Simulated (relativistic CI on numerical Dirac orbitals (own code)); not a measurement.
Mn³⁺: M2,3 absorption edge

Computed with this model: Dirac-Coulomb-Breit CI, KLI orbitals optimised for each configuration, QED by a radiative potential, valence Slater integrals scaled by 0.8, multiplet model of core-to-valence dipole absorption; configurations [Ar] 3d4 → [Ne] 3s2 3p5 3d5; 300 K; Lorentzian 0.48 eV and Gaussian 0.3 eV FWHM. Energies are those of the free ion, without screening or charge transfer. The branching ratio is the share of the lower-energy edge in the whole absorption, uncertain by about 0.02 where the edges overlap. S is read from ⟨S²⟩ = S(S + 1).

Field parameters in Wybourne normalisation: Oh B⁴₀ = 21Dq, B⁴₄ = √(5/14) B⁴₀. The field is a parameter set, without covalency.

Peaks in eV (height, largest 100): 53.0 (14), 55.5 (100), 56.0 (88), 57.7 (12), 64.5 (65).

Question: Which surroundings give this spectrum?
A. Oh, 10Dq = 14500 cm⁻¹
B. Oh, 10Dq = 9300 cm⁻¹
C. free ion
D. Oh, 10Dq = 24850 cm⁻¹

Answer: A. Oh, 10Dq = 14500 cm⁻¹, where the ground state has S = 2.00.
